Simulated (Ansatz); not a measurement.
A short molecular-dynamics run on (HCd-mu-OH)2 (Cd2O2H4).

```yaml
crystal:
  periodic: [false, false, false]
  atoms:
    - {symbol: Cd, position_ang: [-0.683335, 1.468087, 0.573030]}
    - {symbol: H, position_ang: [-1.347810, 2.896537, 1.128319]}
    - {symbol: O, position_ang: [0.872451, 0.679773, -0.702037]}
    - {symbol: Cd, position_ang: [0.683755, -1.468158, -0.572339]}
    - {symbol: H, position_ang: [1.347057, -2.896524, -1.129244]}
    - {symbol: O, position_ang: [-0.871875, -0.679754, 0.702678]}
    - {symbol: H, position_ang: [1.513076, 1.179589, -1.218703]}
    - {symbol: H, position_ang: [-1.513329, -1.179550, 1.218308]}
basis:
  gaussian: {orbitals: def2-SVP}
hamiltonian: {xc: {name: PBE}, dispersion: d4}
md: {timestep: 2 fs, n_steps: 15, ensemble: nvt_langevin, temperature: 1500, initial_velocities: maxwell_boltzmann, friction: 0.01, seed: 489}
scf: {omitted_lower_state_checks: [starts]}
```

```sh
$ ansatz run in.yaml --threads 4 --pin off --events-out ev --progress --plain --max-ram 3916MiB
```

| step | time (fs) | potential energy (eV) | kinetic (eV) | T (K) |
| --- | --- | --- | --- | --- |
| 0 | 0.0 | -13280.7246 | 1.3572 | 1312 |
| 1 | 2.0 | -13280.5200 | 1.1432 | 1106 |
| 2 | 4.0 | -13280.4848 | 1.2087 | 1169 |
| 3 | 6.0 | -13280.4666 | 1.2249 | 1184 |
| 4 | 8.0 | -13280.2788 | 1.0077 | 975 |
| 5 | 10.0 | -13280.1586 | 0.9900 | 957 |
| 6 | 12.0 | -13279.9758 | 0.9056 | 876 |
| 7 | 14.0 | -13280.0368 | 1.0507 | 1016 |
| 8 | 16.0 | -13279.9184 | 1.1036 | 1067 |
| 9 | 18.0 | -13279.8492 | 1.0348 | 1001 |
| 10 | 20.0 | -13279.7373 | 1.0011 | 968 |
| 11 | 22.0 | -13279.9862 | 1.0948 | 1059 |
| 12 | 24.0 | -13279.9005 | 1.2884 | 1246 |
| 13 | 26.0 | -13279.9123 | 1.4236 | 1377 |
| 14 | 28.0 | -13279.5930 | 1.0163 | 983 |
| 15 | 30.0 | -13279.9466 | 1.2805 | 1238 |

Velocities are drawn at the set temperature; a run this short doesn't reach equilibrium. Under Langevin dynamics the printed temperature counts 3N degrees of freedom, so it starts below the set value.

In the def2 sets Cd takes a core potential; there is no spin–orbit coupling.

Frames (Å, forces in eV/Å):

```xyz
8
time=0.0 fs
Cd   -0.683    1.468    0.573   -0.043    0.093    0.035
H    -1.348    2.897    1.128    0.010   -0.020   -0.007
O     0.872    0.680   -0.702   -0.267   -0.208    0.216
Cd    0.684   -1.468   -0.572    0.042   -0.092   -0.037
H     1.347   -2.897   -1.129   -0.009    0.020    0.008
O    -0.872   -0.680    0.703    0.268    0.207   -0.214
H     1.513    1.180   -1.219    0.264    0.206   -0.213
H    -1.513   -1.180    1.218   -0.265   -0.206    0.213
8
time=2.0 fs
Cd   -0.687    1.475    0.584   -0.260    0.245    0.027
H    -1.426    2.943    1.078    0.245   -0.441   -0.102
O     0.859    0.678   -0.708    2.293    1.183   -1.998
Cd    0.689   -1.472   -0.582    0.043   -0.243   -0.147
H     1.340   -2.890   -1.214   -0.052    0.143    0.097
O    -0.860   -0.704    0.709    0.697    0.706   -0.448
H     1.580    1.109   -1.354   -2.291   -1.139    2.068
H    -1.504   -1.235    1.168   -0.675   -0.455    0.503
8
time=4.0 fs
Cd   -0.691    1.482    0.594   -0.374    0.228   -0.070
H    -1.483    2.981    1.022    0.407   -0.700   -0.119
O     0.852    0.679   -0.717    1.935    0.474   -1.781
Cd    0.695   -1.474   -0.590    0.009   -0.301   -0.212
H     1.331   -2.874   -1.291   -0.048    0.172    0.146
O    -0.843   -0.729    0.713   -0.661   -0.240    0.519
H     1.563    0.976   -1.413   -1.921   -0.355    1.896
H    -1.523   -1.306    1.150    0.652    0.722   -0.379
8
time=6.0 fs
Cd   -0.694    1.489    0.603   -0.265   -0.199   -0.297
H    -1.505    2.983    0.946    0.374   -0.598   -0.018
O     0.847    0.679   -0.730   -0.927   -0.673    1.154
Cd    0.703   -1.476   -0.599   -0.115   -0.291   -0.193
H     1.303   -2.849   -1.363    0.013    0.099    0.142
O    -0.826   -0.761    0.721   -0.326    0.312    0.329
H     1.488    0.828   -1.406    0.965    0.934   -1.009
H    -1.513   -1.335    1.123    0.283    0.416   -0.107
8
time=8.0 fs
Cd   -0.697    1.497    0.611    0.030   -0.969   -0.547
H    -1.502    2.943    0.866    0.115   -0.085    0.147
O     0.838    0.676   -0.742   -1.746   -0.613    2.132
Cd    0.712   -1.475   -0.608   -0.282   -0.315   -0.130
H     1.265   -2.826   -1.429    0.081    0.014    0.122
O    -0.814   -0.793    0.730    1.254    1.810   -0.503
H     1.464    0.716   -1.420    1.843    1.037   -1.993
H    -1.491   -1.333    1.096   -1.294   -0.879    0.771
8
time=10.0 fs
Cd   -0.699    1.504    0.618    0.373   -1.784   -0.701
H    -1.499    2.897    0.794   -0.252    0.599    0.278
O     0.824    0.673   -0.750    1.542   -0.471   -1.361
Cd    0.722   -1.475   -0.618   -0.470   -0.206   -0.006
H     1.233   -2.785   -1.488    0.192   -0.208    0.013
O    -0.799   -0.818    0.740    0.116    1.036    0.162
H     1.520    0.639   -1.497   -1.379    1.008    1.485
H    -1.522   -1.360    1.091   -0.122    0.027    0.129
8
time=12.0 fs
Cd   -0.701    1.511    0.626    0.580   -2.226   -0.781
H    -1.506    2.882    0.731   -0.437    0.921    0.311
O     0.813    0.668   -0.760    1.860   -0.434   -1.664
Cd    0.733   -1.474   -0.627   -0.569   -0.228    0.012
H     1.208   -2.750   -1.559    0.236   -0.283   -0.013
O    -0.779   -0.838    0.750   -1.216    0.177    0.796
H     1.519    0.611   -1.517   -1.680    1.099    1.813
H    -1.552   -1.393    1.089    1.227    0.974   -0.474
8
time=14.0 fs
Cd   -0.704    1.518    0.634    0.433   -1.977   -0.838
H    -1.539    2.912    0.655   -0.216    0.528    0.281
O     0.806    0.661   -0.772   -0.749   -0.197    1.156
Cd    0.745   -1.473   -0.636   -0.534   -0.604   -0.222
H     1.198   -2.746   -1.648    0.127    0.036    0.253
O    -0.762   -0.856    0.761   -0.545    0.737    0.498
H     1.453    0.629   -1.465    0.921    1.020   -0.970
H    -1.531   -1.393    1.073    0.563    0.458   -0.159
8
time=16.0 fs
Cd   -0.707    1.524    0.641    0.013   -1.278   -0.910
H    -1.600    2.976    0.577    0.267   -0.283    0.295
O     0.798    0.650   -0.782   -1.812   -0.168    2.303
Cd    0.758   -1.473   -0.646   -0.478   -0.966   -0.509
H     1.205   -2.750   -1.742   -0.007    0.392    0.592
O    -0.750   -0.873    0.777    1.422    2.068   -0.279
H     1.428    0.673   -1.457    1.944    1.099   -2.062
H    -1.499   -1.372    1.056   -1.349   -0.863    0.570
8
time=18.0 fs
Cd   -0.710    1.527    0.649   -0.317   -0.764   -0.957
H    -1.653    3.037    0.523    0.600   -0.827    0.345
O     0.784    0.637   -0.787    1.671    0.437   -1.457
Cd    0.772   -1.474   -0.656   -0.455   -1.153   -0.714
H     1.209   -2.749   -1.824   -0.080    0.578    0.819
O    -0.740   -0.886    0.796    0.190    1.190    0.160
H     1.481    0.753   -1.537   -1.605    0.520    1.767
H    -1.529   -1.387    1.065   -0.004    0.019    0.037
8
time=20.0 fs
Cd   -0.713    1.529    0.655   -0.400   -0.645   -1.011
H    -1.666    3.065    0.488    0.684   -0.980    0.389
O     0.772    0.627   -0.793    2.068    1.037   -1.942
Cd    0.787   -1.477   -0.666   -0.534   -1.103   -0.721
H     1.209   -2.733   -1.870   -0.079    0.576    0.875
O    -0.734   -0.893    0.815   -0.813    0.477    0.413
H     1.465    0.857   -1.556   -2.070   -0.078    2.336
H    -1.563   -1.402    1.066    1.145    0.717   -0.339
8
time=22.0 fs
Cd   -0.716    1.530    0.660   -0.264   -0.897   -1.062
H    -1.643    3.046    0.478    0.571   -0.806    0.401
O     0.766    0.620   -0.803   -0.274    0.428    0.661
Cd    0.802   -1.481   -0.678   -0.708   -0.795   -0.498
H     1.207   -2.694   -1.880   -0.005    0.357    0.725
O    -0.729   -0.895    0.834    0.017    0.883    0.059
H     1.355    0.951   -1.491    0.212    0.560   -0.173
H    -1.553   -1.388    1.050    0.452    0.269   -0.113
8
time=24.0 fs
Cd   -0.719    1.530    0.665    0.076   -1.533   -1.044
H    -1.594    2.987    0.480    0.237   -0.253    0.371
O     0.764    0.610   -0.809   -2.852   -1.654    3.924
Cd    0.818   -1.486   -0.688   -0.912   -0.315   -0.121
H     1.196   -2.660   -1.856    0.127   -0.020    0.394
O    -0.724   -0.892    0.854    1.314    1.569   -0.346
H     1.242    1.061   -1.416    2.736    2.658   -3.350
H    -1.534   -1.364    1.042   -0.725   -0.452    0.172
8
time=26.0 fs
Cd   -0.722    1.527    0.670    0.536   -2.414   -0.913
H    -1.533    2.927    0.498   -0.264    0.611    0.294
O     0.758    0.595   -0.803    1.024    3.256   -1.313
Cd    0.833   -1.492   -0.698   -1.044    0.014    0.228
H     1.184   -2.653   -1.825    0.242   -0.366    0.067
O    -0.714   -0.884    0.878    0.398    0.942   -0.183
H     1.217    1.281   -1.463   -1.176   -2.176    1.904
H    -1.551   -1.365    1.045    0.285    0.134   -0.083
8
time=28.0 fs
Cd   -0.725    1.523    0.674    0.880   -3.124   -0.811
H    -1.497    2.890    0.541   -0.629    1.290    0.242
O     0.752    0.587   -0.803    1.069    4.551   -1.783
Cd    0.848   -1.498   -0.709   -1.106    0.183    0.391
H     1.198   -2.672   -1.805    0.267   -0.460   -0.028
O    -0.702   -0.872    0.903   -0.463    0.301   -0.115
H     1.141    1.407   -1.447   -1.221   -3.444    2.342
H    -1.560   -1.376    1.047    1.203    0.703   -0.238
8
time=30.0 fs
Cd   -0.727    1.520    0.679    0.831   -3.144   -0.761
H    -1.504    2.890    0.594   -0.595    1.248    0.257
O     0.746    0.590   -0.808   -0.190    2.197    0.182
Cd    0.861   -1.504   -0.719   -1.128    0.356    0.427
H     1.228   -2.718   -1.775    0.227   -0.347    0.051
O    -0.691   -0.856    0.928    0.473    0.687   -0.395
H     1.021    1.384   -1.344    0.119   -1.203    0.268
H    -1.519   -1.371    1.042    0.264    0.206   -0.030
```

Hardware: 4 threads of Intel Xeon on a shared host. Wall time 72 s.
